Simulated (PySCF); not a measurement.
## Computed properties of AlH2Cl, SMILES [AlH2][Cl]

AlH₂Cl, SMILES [AlH2][Cl]. Geometry: B3LYP-D3(BJ)/def2-TZVP. Other conformers were not sampled. All values are computed for the isolated molecule unless a solvent is named; none is compared with measurement here.

**Structure.** The optimised structure has C2v symmetry. All 6 harmonic modes at B3LYP-D3(BJ)/def2-TZVP (PySCF) are real, so it is a minimum.

**Vibrations.** The strongest infrared lines (harmonic, unscaled, degenerate partners summed) lie at 789 cm⁻¹ (280 km/mol, H 94 %), 1984 cm⁻¹ (223 km/mol, H 94 %), 604 cm⁻¹ (206 km/mol, H 88 %, Al 12 %). The softest mode is at 514 cm⁻¹ and the zero-point energy is 9.1 kcal/mol.

**Electronic structure.** r2SCAN/def2-TZVPD (PySCF) places the frontier levels at -7.63 and -2.07 eV, a gap of 5.56 eV, and gives a dipole moment of 1.27 D and a mean polarisability of 42.8 bohr³.

**Excitations.** TDDFT-CAM-B3LYP/def2-TZVPD (PySCF) has S1 at 5.55 eV (224 nm, f = 0.000, dark); the most intense of the 10 singlets computed lies at 8.94 eV (f = 0.35). T1 (TDA) is at 5.13 eV. No vertical singlet excitation falls in the visible range (under 3.1 eV).

**NMR.** GIAO shifts at PBE0/pcSseg-2 (PySCF) (non-relativistic, atoms alike by connectivity averaged): ¹H at 5.3 ppm against TMS. Without spin–orbit terms, shifts of atoms bonded to Cl or Br come out too high.
